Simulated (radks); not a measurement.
The numbers below are computed, except where a source is named.
Q: Species: Sc II. Configuration: [Ar] 3d1 4s1. Code: a radial shooting solver on a logarithmic mesh with Libxc functionals. Model: non-relativistic Kohn-Sham, LDA (Slater exchange, Perdew-Wang correlation), spin-polarised, spherical densities, point nucleus; open shells are filled with parallel spins first; hard spherical wall at 1.5 bohr. Some entries of the table are withheld. Estimate them.

orbital,occ.,eigenvalue (hartree),<r> (bohr)
1s up,1,-156.0070,0.07381
1s down,1,-155.9610,0.07382
2s up,1,-13.91022,0.3539
2s down,1,-13.84348,0.3534
2p up,3,-10.82911,0.3175
2p down,3,-10.76863,0.3170
3s up,1,0.90173,0.8525
3s down,1,0.99526,0.8532
3p up,3,1.82911,0.8431
3p down,3,1.92321,0.8438
3d up,1,3.12246,0.8194
3d down,0,3.22363,0.8199
4d up,0,11.00140,0.8123
4d down,0,11.10057,0.8110
4s up,1,11.42603,0.8646
4s down,0,11.53772,0.8644
4p up,0,11.64877,(1)
4p down,0,11.75793,(2)
5s up,0,27.62936,(3)
5s down,0,27.72143,(4)

A: 
(1) 4p up <r> (bohr): 0.8387
(2) 4p down <r> (bohr): 0.8382
(3) 5s up <r> (bohr): 0.8350
(4) 5s down <r> (bohr): 0.8349
